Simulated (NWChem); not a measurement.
System: Si3H7 cation

The following NWChem deck was run.

```
start job
memory heap 200 mb stack 900 mb global 1100 mb
charge 1
geometry units angstroms noautosym nocenter noautoz
  Si     0.449650    -1.872740    -0.059332
  Si    -1.020454    -0.094195    -0.173625
  Si     0.455447     1.775925     0.144317
  H      0.881120    -2.500654     1.218646
  H      1.231101    -2.367361    -1.224785
  H     -1.613997    -0.143934    -1.538218
  H     -1.975240    -0.280710     0.953554
  H     -0.485253     2.926372     0.052300
  H      1.457330     1.743738    -0.954247
  H      1.075780     1.625264     1.487426
end
basis spherical
  * library def2-svp
end
dft
  xc b3lyp
  iterations 150
  mulliken
end
task dft energy
esp
  recalculate
  probe 0.07
  range 0.3
  factor 1.0
  spacing 0.02
end
task esp
```

All runs use the structure optimised with PBE0/def2-SVP.

Atomic charges in e: unrestrained fits to the electrostatic potential beside Mulliken populations; buried atoms are poorly determined by the fit.

Atoms are numbered as in the input.

Problem. What results follow from this input? (B3LYP/def2-SVP.) Quantities: ESP Si1; Mulliken Si1; ESP Si2; Mulliken Si2; ESP Si3; Mulliken Si3; relative RMS misfit of the potential (%).

Solution. The ESP Si1 comes out as 0.69 and the Mulliken Si1 is 0.50. The ESP Si2 is 0.02. The Mulliken Si2 is 0.08 and the ESP Si3 is 0.38. The Mulliken Si3 is 0.26 and the relative RMS misfit of the potential (%) is 4.
